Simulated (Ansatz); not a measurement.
A nudged elastic band was laid between two geometries of Cl3HOSn + H2 (8 atoms, charge 0, multiplicity 1).

Computed with RKS PBE/def2-SVP (Ansatz).

| Property | Result |
| --- | --- |
| movable images | 5 |
| climbing image | yes |
| spring | 5.0 eV/Å² |
| optimiser | quadratic models (default) |
| start path | through a guess of the saddle point |
| force threshold | 0.03 eV/Å |
| iteration limit | 60 |
| end points | relaxed |

Image 0:

```xyz
8
Properties=species:S:1:pos:R:3
Sn -0.281 0.408 -0.348
O 0.137 -0.089 1.536
H -0.667 -0.448 1.965
Cl 1.780 0.666 -1.419
Cl -1.488 2.423 -0.430
Cl -1.564 -1.274 -1.374
H 1.665 -2.738 2.588
H 1.386 -2.075 2.313
```

Image 6:

```xyz
8
Properties=species:S:1:pos:R:3
Sn 0.762 -0.198 -0.002
O -0.412 -0.952 2.118
H -0.942 -0.138 2.263
Cl 1.661 0.557 -2.069
Cl -0.450 1.747 0.678
Cl -0.735 -1.895 -0.775
H 2.127 -0.675 0.920
H -1.044 -1.575 1.697
```

Q: What changes between the two ends?

A: Bonds broken: Sn1–O2, H7–H8. Bonds formed: Sn1–H7, O2–H8. Cl3HOSn + H2 becomes Cl3H3OSn.

Q: Give the energies along the band, and the barrier.

A: The run converged. The highest image is number 3 of 0 to 6, 99.4 kJ/mol above the first end and 156.4 kJ/mol above the last; the last end lies 57.0 kJ/mol below the first. A vibrational analysis at the climbing image gives one clearly imaginary mode, 1210i cm⁻¹: a first-order saddle point. The orbitals stay closed-shell, which can raise the energy where a bond breaks towards radicals; this wasn't checked here.

| image | path coordinate (Å) | energy (kJ/mol) | Sn1–O2 (Å) | H7–H8 (Å) | Sn1–H7 (Å) |
| --- | --- | --- | --- | --- | --- |
| 0 | 0.00 | 0.0 | 1.99 | 0.77 | 4.72 |
| 1 | 1.29 | 1.2 | 1.99 | 0.77 | 4.02 |
| 2 | 2.58 | 7.1 | 2.00 | 0.77 | 2.97 |
| 3 | 3.88 | 99.4 | 2.14 | 1.01 | 2.05 |
| 4 | 5.19 | -13.6 | 2.51 | 2.26 | 1.73 |
| 5 | 6.50 | -39.8 | 2.59 | 2.96 | 1.71 |
| 6 | 7.82 | -57.0 | 2.54 | 3.39 | 1.71 |

Q: What is the geometry of the highest image?

A: 
```xyz
8
Properties=species:S:1:pos:R:3:forces:R:3
Sn 0.123 -0.208 -0.054 0.00 0.00 0.00
O 0.108 -0.215 2.090 0.00 0.00 -0.01
H -0.675 -0.027 2.653 0.00 0.00 0.00
Cl 2.140 0.415 -1.103 0.00 0.00 0.00
Cl -1.200 1.751 -0.204 0.00 0.00 0.00
Cl -1.213 -1.779 -1.205 0.00 0.00 0.00
H 1.043 -1.758 0.922 0.00 0.00 0.00
H 0.642 -1.307 1.732 -0.01 0.00 0.00
```

Q: What are the harmonic wavenumbers there?

A: 1210i, 50, 83, 120, 129, 168, 293, 342, 355, 363, 385, 508, 826, 870, 1212, 1610, 1832, 3635 cm⁻¹.

The run took 72 s on 4 threads of Intel(R) Xeon(R) 6975P-C (Granite Rapids) (shared host), peak memory 0.18 GiB.
